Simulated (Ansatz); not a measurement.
## Which isomer of CH5AlBFO gives these data?

These gas-phase data were calculated for one isomer of CH5AlBFO at PBE-D3(BJ)/def2-SVP (harmonic, unscaled wavenumbers; equilibrium rotational constants with average atomic masses):

| Item | Value |
| --- | --- |
| rotational constants | 8.215, 1.968, 1.646 GHz |
| all wavenumbers above 1500 cm⁻¹ | 3094, 3055, 2979, 1926, 1911 |

Candidates:

(1) `[CH3][AlH][O]BF`, a singlet
(2) `CB[O][AlH][F]`, a singlet
(3) `CB(F)[O][AlH2]`, a singlet
(4) `B[O][Al]([CH3])[F]`, a singlet

**Question.** Assign the data to one candidate and say why.

**Answer.** Candidate (3). No mode falls between 2350 and 2900 cm⁻¹, where the B–H stretch of (1), (2), (4) would stand.

The same quantities for all candidates:

```tsv
	rotational constants (GHz)	wavenumbers above 1500 cm⁻¹	E above the lowest, PBE-D3(BJ)/def2-SVP (kcal/mol)
(1)	11.36, 1.585, 1.497	3081, 3054, 2967, 2559, 1910	3.4
(2)	11.85, 1.613, 1.537	3073, 3036, 2961, 2475, 1983	0.0
(3)	8.215, 1.968, 1.646	3094, 3055, 2979, 1926, 1911	1.9
(4)	5.558, 2.629, 1.835	3091, 3072, 2979, 2537, 2452	1.9
```

Harmonic stretches to hydrogen usually lie a few per cent above observed fundamentals. Each candidate is one conformer. Programs: Ansatz 0.2.0.
